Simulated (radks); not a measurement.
Values are calculated unless marked as measured or tabulated.
Q: Valence configurations of the carbon ion C3+ (all share [He]). Level of theory: scalar-relativistic Kohn-Sham, PBE, spin-polarised, spherical densities, point nucleus; open shells are filled with parallel spins first (a radial shooting solver on a logarithmic mesh with Libxc functionals). Order these by energy: 2p1; 2s0.5 2p0.5; 2s1.

A: From the lowest, in eV above it: 2s1 0.000; 2s0.5 2p0.5 4.068; 2p1 8.099. NIST lists [He] 2s1 as the ground configuration; this level of theory agrees among the configurations tried. The energies are those of spherical high-spin densities, not of single terms.
